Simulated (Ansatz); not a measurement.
Ge19AsH36⁻. Total charge -1; singlet. Geometry PBE-D4/def2-SVP.

Cartesian coordinates in Å:
```
Ge -2.129 0.855 -3.928
Ge -1.231 -3.086 -3.796
As 1.562 -0.418 -2.752
Ge 0.068 3.785 -2.182
Ge -2.226 1.676 0.655
Ge 0.360 4.837 1.381
Ge 1.894 -4.291 -1.527
Ge -0.587 -1.267 0.391
Ge 2.225 -3.700 2.190
Ge 1.047 0.333 1.202
Ge -0.889 2.424 4.411
Ge -0.157 -1.368 4.606
Ge -1.202 3.105 -4.164
Ge 0.580 -4.708 -3.552
Ge -0.381 -0.830 -4.218
Ge -1.310 3.865 -0.146
Ge -0.364 4.709 3.714
Ge 0.571 -3.499 0.383
Ge 1.377 -3.266 4.444
Ge 0.654 0.712 3.592
H -3.191 0.564 -5.037
H -2.807 0.667 -2.546
H -2.159 -3.504 -4.981
H -2.099 -3.115 -2.506
H 1.972 0.816 -3.580
H 2.449 -1.338 -3.619
H 0.751 5.143 -2.567
H 1.241 2.759 -2.061
H -3.287 1.620 -0.549
H -3.214 2.427 1.674
H 0.723 6.335 1.099
H 1.720 4.069 1.347
H 3.029 -3.282 -1.872
H 2.608 -5.633 -1.159
H -1.146 -1.023 -1.034
H -1.747 -1.531 1.387
H 3.405 -2.720 1.924
H 2.846 -5.134 2.196
H 1.128 1.633 0.368
H 2.466 -0.344 1.143
H -2.342 2.036 4.035
H -0.783 2.339 5.972
H -1.512 -1.784 3.963
H -0.445 -1.128 6.123
H -0.349 3.107 -5.475
H -2.386 4.090 -4.425
H 1.475 -4.666 -4.830
H -0.020 -6.148 -3.483
H 0.096 -0.811 -5.708
H -2.220 5.118 -0.452
H -1.629 5.591 3.964
H 0.728 5.244 4.699
H -0.443 -4.668 0.644
H 0.660 -4.555 4.960
H 2.578 -3.025 5.413
H 2.043 0.982 4.265
```

Single mean-field runs in def2-SVP, def2-TZVP are fitted with def2-universal-jkfit.

Question: Estimate the orbital energies around the gap (eV) in Ansatz with PBE-D4/def2-TZVP, r2SCAN-D4/def2-TZVP, PBE0-D4/def2-SVP, PBE0-D4/def2-TZVP, r2SCAN0-D4/def2-TZVP.

Answer: 
```tsv
orbital	PBE-D4/def2-TZVP	r2SCAN-D4/def2-TZVP	PBE0-D4/def2-SVP	PBE0-D4/def2-TZVP	r2SCAN0-D4/def2-TZVP
HOMO−5	-3.93	-4.19	-4.86	-4.88	-5.05
HOMO−4	-3.92	-4.17	-4.84	-4.86	-5.02
HOMO−3	-3.81	-4.05	-4.71	-4.73	-4.89
HOMO−2	-3.35	-3.57	-4.21	-4.24	-4.39
HOMO−1	-3.24	-3.46	-4.08	-4.14	-4.30
HOMO	-1.93	-2.07	-2.60	-2.69	-2.81
LUMO	0.53	0.68	1.37	1.23	1.29
LUMO+1	0.55	0.73	1.48	1.30	1.37
LUMO+2	0.68	0.84	1.57	1.41	1.48
LUMO+3	0.73	0.90	1.64	1.47	1.54
LUMO+4	0.83	1.00	1.76	1.59	1.65
LUMO+5	0.87	1.04	1.79	1.63	1.71
```
